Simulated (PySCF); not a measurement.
# Sr: interval between two levels

Sr [Kr] 5s2 → Sr [Kr] 4d2 [3F4, M_J = 4], as a difference of total energies. Computed with PySCF 2.14 in x2c-TZVPall-2c (8s9p7d1f, 77 functions), with the two-component X2C-1e Hamiltonian. Correlated levels: [Ar] 3d10 frozen; the 6 highest virtual spinors dropped. "Screened" scales the spin-orbit matrix elements by Boettger's factors to mimic the two-electron term; Breit and QED terms are absent.

| method | interval between two levels (cm⁻¹) |
| --- | --- |
| GHF (spin-free) | 35920 |
| GMP2 (spin-free) | 40932 |
| GHF (screened spin-orbit) | 35964 |
| GMP2 (screened spin-orbit) | 41031 |

The labels give the starting determinants; with spin-orbit coupling the two ends relaxed to ⟨J²⟩ = 0.00, ⟨L²⟩ = 0.01, ⟨S²⟩ = 0.01 and ⟨J²⟩ = 20.00, ⟨L²⟩ = 12.01, ⟨S²⟩ = 2.01.
